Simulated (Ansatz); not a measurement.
Basis-set series for CH₈ClNSi₂, SMILES `CN[SiH]([SiH3])Cl`. Charge 0, multiplicity 1. The structure was optimised at the PBE0-D4/def2-TZVP level. It is one conformer, not always the lowest.

| functional | basis | functions | energy (Eh) | HOMO (eV) | LUMO (eV) |
| --- | --- | --- | --- | --- | --- |
| PBE0-D4 | def2-SVP | 122 | -1136.02085 | -7.16 | 0.19 |
| PBE0-D4 | def2-TZVPP | 300 | -1136.49615 | -7.28 | -0.15 |
| ωB97M-V | def2-SVP | 122 | -1136.39442 | -9.41 | 2.06 |
| ωB97M-V | def2-TZVPP | 300 | -1136.87516 | -9.55 | 1.58 |

**Question.** Give the rows for def2-QZVPP. (Estimate.)

**Answer.** Computed: 
```tsv
functional	basis	functions	energy (Eh)	HOMO (eV)	LUMO (eV)
PBE0-D4	def2-QZVPP	564	-1136.53524	-7.31	-0.27
ωB97M-V	def2-QZVPP	564	-1136.91231	-9.58	1.22
```

Positive LUMOs are unbound and depend on the basis.
